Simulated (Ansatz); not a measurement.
Ga4As5⁻, relaxed as a singlet with RKS PBE-D4/def2-SVP in Ansatz, starting from the GFN2-xTB geometry. Force threshold 0.03 eV/Å.

The structure comes from a short search, and lower isomers may exist.

Start:

```tsv
atom	x (Å)	y (Å)	z (Å)
Ga1	-0.3459	-2.2195	2.1537
Ga2	-0.2584	1.6171	-2.2551
Ga3	-1.0961	-0.4241	-0.1092
Ga4	1.9356	0.8098	-0.5785
As5	-2.3613	0.8072	-1.7814
As6	0.6553	0.7409	1.5516
As7	1.3281	-0.8305	3.1625
As8	-1.9069	-2.6030	0.4506
As9	2.0496	2.1020	-2.5942
```

Question: Estimate the energy that the relaxation releases and the steps that it takes.

Answer: 16.2 kJ/mol, in 9 steps; 1.8 min on 4 threads of Intel Xeon on a shared host. The force fell under the threshold at step 8, but the optimiser went on. No frequencies were taken in this run, so the end may be a saddle point.

Question: Does the start keep its bonding?

Answer: By distances, no bond broke or formed. The bond that changes most is As6–As7, from 2.35 to 2.42 Å (atoms count from 1).

Question: Predict the relaxed structure.

Answer: 
```xyz
9

Ga   -0.3612   -2.0503    2.1381
Ga   -0.2372    1.5098   -2.3839
Ga   -1.0700   -0.3606   -0.1147
Ga    1.8252    0.8472   -0.5634
As   -2.2837    0.5552   -2.0149
As    0.7204    0.6434    1.5899
As    1.5139   -1.0589    3.1108
As   -2.0919   -2.4000    0.6373
As    1.9844    2.3142   -2.3992
```
Bond lengths (bridged metal pairs left out): 9 × As–Ga 2.29 to 2.67 Å; 1 × As–As 2.42 Å.
